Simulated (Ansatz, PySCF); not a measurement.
B(Br)(vinyl)(OH) (C₂H₄BBrO), SMILES C=CB(O)Br. Atoms are numbered in the order given.

```xyz
9

B      0.6194     0.1314    -0.1309
Br    -1.1511     0.1178     0.6722
C      0.9157    -0.7590    -1.3725
C      2.1286    -0.7677    -1.9436
H      0.1238    -1.3908    -1.7904
H      2.3592    -1.3870    -2.8182
H      2.9420    -0.1474    -1.5500
O      1.5739     0.9208     0.4062
H      1.2728     1.4249     1.1712
```
Charge 0, spin multiplicity 1.

The structure is a stationary point at ωB97X-D3(BJ)/def2-SVP. One conformer was computed; it need not be the lowest.

Two levels are set side by side: PBE-D3(BJ)/def2-SVP (Ansatz, an electronic-structure program) and ωB97X-D3(BJ)/def2-SVP (PySCF). Each level has its own optimised geometry; the coordinates shown are those of the second. Frequencies come from the Hessian of PySCF at each geometry. Differences are taken from unrounded values.

| quantity | ωB97X-D3(BJ) | PBE-D3(BJ) | PBE-D3(BJ) minus ωB97X-D3(BJ) |
|---|---|---|---|
| mean bond length (Å) | 1.305 | 1.313 | 0.008 |
| bond B1–Br2 (Å) | 1.944 | 1.958 | 0.014 |
| bond B1–C3 (Å) | 1.556 | 1.555 | -0.002 |
| bond B1–O8 (Å) | 1.350 | 1.358 | 0.008 |
| bond C3–C4 (Å) | 1.341 | 1.352 | 0.011 |
| bond C3–H5 (Å) | 1.096 | 1.103 | 0.008 |
| bond C4–H6 (Å) | 1.096 | 1.103 | 0.007 |
| bond C4–H7 (Å) | 1.096 | 1.103 | 0.007 |
| bond O8–H9 (Å) | 0.964 | 0.975 | 0.010 |
| highest harmonic wavenumber (cm⁻¹) | 3905 | 3731 | -174 |
| mean harmonic wavenumber (cm⁻¹) | 1324 | 1271 | -52 |
| zero-point energy (kcal/mol) | 39.75 | 38.17 | -1.57 |

Exact exchange shortens and stiffens bonds; PBE has none. Differences between two approximate levels are no errors against the true value.
